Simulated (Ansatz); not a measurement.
Reactions of C₂H₇BFN, SMILES `BNC(C)F`.

Program: Ansatz. Geometries: PBE0-D4/def2-TZVP. ΔE: electronic, gas phase. CCSD(T)/CBS is the MP2 limit (def2-TZVPP, def2-QZVPP) plus CCSD(T) − MP2 in def2-TZVPP, frozen cores. This one scheme is used for every species. Each species was taken in one conformer, which may not be the lowest.

Task: Order these by ΔE at CCSD(T)/CBS, lowest first. (An estimate is asked.)
A. `BNC(C)F` + CH₃NH₂ → `CNC(C)F` + `BN`
B. `BNC(C)F` + HCl → `CC(F)Cl` + `BN`
C. `BNC(C)F` + `C1[SiH2]S1` → `BC1[SiH2]S1` + `CC(N)F`
D. `BNC(C)F` + `N[SiH2][SiH3]` → `BN[SiH2][SiH3]` + `CC(N)F`
E. `BNC(C)F` + `BC[SiH3]` → `BBC[SiH3]` + `CC(N)F`

Result: A (-18.6 kJ/mol), D (-1.2 kJ/mol), B (+16.7 kJ/mol), C (+97.8 kJ/mol), E (+148.3 kJ/mol).

Largest T1 diagnostic: 0.013, for `BN[SiH2][SiH3]`.
